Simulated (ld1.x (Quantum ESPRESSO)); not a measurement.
**Pseudopotential generation for oxygen: TM, LDA (PZ), non-relativistic.**

The input file (ld1.x (Quantum ESPRESSO) 7.5):

```
&input
   title='O', zed=8., rel=0, dft='PZ', iswitch=3,
   config='[He] 2s1.5 2p4.5',
   nld=2, rlderiv=1.50, eminld=-4.0, emaxld=5.0, deld=0.02
 /
 &inputp
   pseudotype=2, tm=.true., lloc=1,
   nlcc=.false.,
   file_pseudopw='O.UPF', file_wfcaegen='ae.wfc', file_wfcncgen='nc.wfc', file_beta='beta', file_chi='chi'
 /
2
2S  1  0   1.50   0.00  0.95  0.95  0.0
2P  2  1   4.50   0.00  1.35  1.35  0.0
 &test
   configts(1)='2s1.5 2p4.5'
 /
```

Command:

```bash
ld1.x < O.in > O.out
```

The program printed (shortened: banner, matrices, multipoles, cross overlaps and the repeated all-electron block are left out):

```
Program LD1 v.7.5
     --------------------------- All-electron run ----------------------------

     O

     atomic number is  8.00
     dft =PZ   lsd =0 sic =0 latt =0  beta=0.20 tr2=1.0E-14
     Exchange-correlation= PZ
                           (   1   1   0   0   0   0   0)
     mesh =1095 r(mesh) =  99.04343 a.u. xmin = -7.00 dx = 0.01250
     1 Ry =  13.60569312 eV

     n l     nl                  e(Ry)          e(Ha)          e(eV)
     1 0     1S 1( 2.00)       -37.5400       -18.7700      -510.7572
     2 0     2S 1( 1.50)        -1.7594        -0.8797       -23.9372
     2 1     2P 1( 4.50)        -0.6914        -0.3457        -9.4063

     final scf error:  5.7E-15 reached in  26 iterations

     Etot =    -148.405211 Ry,     -74.202605 Ha,   -2019.155753 eV

     Ekin =     147.693483 Ry,      73.846741 Ha,    2009.472203 eV
     Encl =    -353.121862 Ry,    -176.560931 Ha,   -4804.467688 eV
     Eh   =      72.495445 Ry,      36.247722 Ha,     986.350772 eV
     Exc  =     -15.472276 Ry,      -7.736138 Ha,    -210.511040 eV

     normalization and overlap integrals

     s(1S/1S) =  1.000000  <r> =   0.2008  <r2> =    0.0545  r(max) =   0.1298
     s(2S/2S) =  1.000000  <r> =   1.1475  <r2> =    1.6043  r(max) =   0.8786
     s(2P/2P) =  1.000000  <r> =   1.2613  <r2> =    2.1175  r(max) =   0.8151

     ------------------------ End of All-electron run ------------------------

     --------------------- Generating NC pseudopotential ---------------------

      Generating local pot.: lloc=1, matching radius rcloc =   1.3500

      Wfc   2S  rcut= 0.947  Using Troullier-Martins method

     ------------------- End of pseudopotential generation -------------------

     Computing logarithmic derivative in   1.49455
     Computing logarithmic derivative in   1.49455
     Computing the partial wave expansion
     R is outside the sphere for l=    0 j= 0.00
       no projector for channel:   1

     ---------------------- Testing the pseudopotential ----------------------

     O

     atomic number is  8.00   valence charge is  6.00
     dft =PZ   lsd =0 sic =0 latt =0  beta=0.20 tr2=1.0E-14
     mesh =1095 r(mesh) =  99.04343 xmin = -7.00 dx = 0.01250

     n l     nl             e AE (Ry)        e PS (Ry)    De AE-PS (Ry)
     1 0     2S   1( 1.50)       -1.75935       -1.75935        0.00000
     2 1     2P   1( 4.50)       -0.69135       -0.69135       -0.00000

     eps = 2.7E-15  iter = 10

     Etot =    -148.405211 Ry,     -74.202605 Ha,   -2019.155753 eV
     Etotps =   -30.785926 Ry,     -15.392963 Ha,    -418.863868 eV

     Ekin =      22.941336 Ry,      11.470668 Ha,     312.132776 eV
     Encl =     -77.286611 Ry,     -38.643306 Ha,   -1051.537917 eV
     Ehrt =      26.979217 Ry,      13.489609 Ha,     367.070952 eV
     Ecxc =      -6.260834 Ry,      -3.130417 Ha,     -85.182989 eV
     Epseu=       2.840966 Ry,       1.420483 Ha,      38.653308 eV

     ---------------------- End of pseudopotential test ----------------------
```

Generation and configuration tests took about 0.58 s on one core of a shared server CPU.

Transferability test of the new file with ld1.x, input:

```
&input
   title='O', zed=8., rel=0, dft='PZ', iswitch=2,
   config='[He] 2s1.5 2p4.5'
 /
 &test
   file_pseudo='O.UPF', nconf=10,
   configts(1)='2s1.5 2p4.5',
   configts(2)='2s2 2p4',
   configts(3)='2s2 2p3',
   configts(4)='2s2 2p2',
   configts(5)='2s2 2p1',
   configts(6)='2s1 2p4',
   configts(7)='2s2 2p4.3',
   configts(8)='2s2 2p0',
   configts(9)='2s1.5 2p4.5', lsdts(9)=1,
   configts(10)='2s2 2p4', lsdts(10)=1
 /
```

```bash
ld1.x < O.test.in > O.test.out
```

Pseudopotential blocks of its output, shortened (energy terms left out):

```
     ---------------------- Testing the pseudopotential ----------------------

     n l     nl             e AE (Ry)        e PS (Ry)    De AE-PS (Ry)
     1 0     2S   1( 1.50)       -1.75935       -1.75935        0.00000
     2 1     2P   1( 4.50)       -0.69135       -0.69135       -0.00000

     eps = 2.8E-15  iter = 10

     Etot =    -148.405211 Ry,     -74.202605 Ha,   -2019.155753 eV
     Etotps =   -30.785926 Ry,     -15.392963 Ha,    -418.863868 eV

     ---------------------- End of pseudopotential test ----------------------

          ---------------------- Testing the pseudopotential ----------------------

     n l     nl             e AE (Ry)        e PS (Ry)    De AE-PS (Ry)
     1 0     2S   1( 2.00)       -1.74241       -1.74290        0.00049
     2 1     2P   1( 4.00)       -0.67659       -0.67563       -0.00096

     eps = 1.5E-15  iter = 10

     Etot =    -148.938663 Ry,     -74.469332 Ha,   -2026.413745 eV
     Etotps =   -31.319744 Ry,     -15.659872 Ha,    -426.126826 eV
     dEtot_ae =      -0.533453 Ry
     dEtot_ps =      -0.533818 Ry,   Delta E=       0.000365 Ry

     ---------------------- End of pseudopotential test ----------------------

          ---------------------- Testing the pseudopotential ----------------------

     n l     nl             e AE (Ry)        e PS (Ry)    De AE-PS (Ry)
     1 0     2S   1( 2.00)       -2.89182       -2.89431        0.00249
     2 1     2P   1( 3.00)       -1.80766       -1.80454       -0.00312

     eps = 7.6E-16  iter = 10

     Etot =    -147.719198 Ry,     -73.859599 Ha,   -2009.822082 eV
     Etotps =   -30.101899 Ry,     -15.050950 Ha,    -409.557205 eV
     dEtot_ae =       0.686012 Ry
     dEtot_ps =       0.684027 Ry,   Delta E=       0.001985 Ry

     ---------------------- End of pseudopotential test ----------------------

          ---------------------- Testing the pseudopotential ----------------------

     n l     nl             e AE (Ry)        e PS (Ry)    De AE-PS (Ry)
     1 0     2S   1( 2.00)       -4.25973       -4.25991        0.00018
     2 1     2P   1( 2.00)       -3.18653       -3.17031       -0.01622  !

     eps = 9.7E-15  iter =  7

     Etot =    -145.241149 Ry,     -72.620574 Ha,   -1976.106497 eV
     Etotps =   -27.632057 Ry,     -13.816028 Ha,    -375.953283 eV
     dEtot_ae =       3.164062 Ry
     dEtot_ps =       3.153870 Ry,   Delta E=       0.010192 Ry

     ---------------------- End of pseudopotential test ----------------------

          ---------------------- Testing the pseudopotential ----------------------

     n l     nl             e AE (Ry)        e PS (Ry)    De AE-PS (Ry)
     1 0     2S   1( 2.00)       -5.80851       -5.79214       -0.01637  !
     2 1     2P   1( 1.00)       -4.78011       -4.72468       -0.05542  !

     eps = 9.3E-16  iter =  7

     Etot =    -141.274634 Ry,     -70.637317 Ha,   -1922.139321 eV
     Etotps =   -23.698428 Ry,     -11.849214 Ha,    -322.433541 eV
     dEtot_ae =       7.130576 Ry
     dEtot_ps =       7.087498 Ry,   Delta E=       0.043078 Ry

     ---------------------- End of pseudopotential test ----------------------

          ---------------------- Testing the pseudopotential ----------------------

     n l     nl             e AE (Ry)        e PS (Ry)    De AE-PS (Ry)
     1 0     2S   1( 1.00)       -2.90181       -2.90585        0.00404
     2 1     2P   1( 4.00)       -1.81333       -1.81601        0.00268

     eps = 4.2E-15  iter = 10

     Etot =    -146.632879 Ry,     -73.316440 Ha,   -1995.041959 eV
     Etotps =   -29.012098 Ry,     -14.506049 Ha,    -394.729707 eV
     dEtot_ae =       1.772331 Ry
     dEtot_ps =       1.773828 Ry,   Delta E=      -0.001497 Ry

     ---------------------- End of pseudopotential test ----------------------

          ---------------------- Testing the pseudopotential ----------------------

     n l     nl             e AE (Ry)        e PS (Ry)    De AE-PS (Ry)
     1 0     2S   1( 2.00)       -1.45079       -1.45086        0.00007
     2 1     2P   1( 4.30)       -0.39470       -0.39383       -0.00087

     eps = 1.6E-16  iter = 12

     Etot =    -149.098599 Ry,     -74.549299 Ha,   -2028.589780 eV
     Etotps =   -31.479405 Ry,     -15.739702 Ha,    -428.299124 eV
     dEtot_ae =      -0.693388 Ry
     dEtot_ps =      -0.693479 Ry,   Delta E=       0.000090 Ry

     ---------------------- End of pseudopotential test ----------------------

          ---------------------- Testing the pseudopotential ----------------------

     n l     nl             e AE (Ry)        e PS (Ry)    De AE-PS (Ry)
     1 0     2S   1( 2.00)       -7.50911       -7.44754       -0.06157  !
     2 1     2P   1( 0.00)       -6.55987       -6.41849       -0.14137  !

     eps = 6.8E-19  iter =  7

     Etot =    -135.618725 Ry,     -67.809363 Ha,   -1845.186757 eV
     Etotps =   -18.135943 Ry,      -9.067972 Ha,    -246.752078 eV
     dEtot_ae =      12.786485 Ry
     dEtot_ps =      12.649983 Ry,   Delta E=       0.136502 Ry

     ---------------------- End of pseudopotential test ----------------------

          ---------------------- Testing the pseudopotential ----------------------

     n l     nl             e AE (Ry)        e PS (Ry)    De AE-PS (Ry)
     1 0     2S   1( 1.00)       -1.85409       -1.86096        0.00687  !
     2 1     2P   1( 3.00)       -0.78039       -0.78784        0.00744  !
     1 0     2S   2( 0.50)       -1.62443       -1.61475       -0.00968  !
     2 1     2P   2( 1.50)       -0.56709       -0.55707       -0.01002  !

     eps = 9.1E-15  iter = 13

     Etot =    -148.513211 Ry,     -74.256606 Ha,   -2020.625177 eV
     Etotps =   -30.902421 Ry,     -15.451210 Ha,    -420.448852 eV
     dEtot_ae =      -0.108001 Ry
     dEtot_ps =      -0.116494 Ry,   Delta E=       0.008493 Ry

     ---------------------- End of pseudopotential test ----------------------

          ---------------------- Testing the pseudopotential ----------------------

     n l     nl             e AE (Ry)        e PS (Ry)    De AE-PS (Ry)
     1 0     2S   1( 1.00)       -1.82646       -1.83440        0.00794  !
     2 1     2P   1( 3.00)       -0.75788       -0.76321        0.00533  !
     1 0     2S   2( 1.00)       -1.60904       -1.59749       -0.01155  !
     2 1     2P   2( 1.00)       -0.55023       -0.53921       -0.01102  !

     eps = 5.1E-15  iter = 17

     Etot =    -149.042243 Ry,     -74.521121 Ha,   -2027.823017 eV
     Etotps =   -31.431410 Ry,     -15.715705 Ha,    -427.646119 eV
     dEtot_ae =      -0.637032 Ry
     dEtot_ps =      -0.645483 Ry,   Delta E=       0.008451 Ry

     ---------------------- End of pseudopotential test ----------------------
```
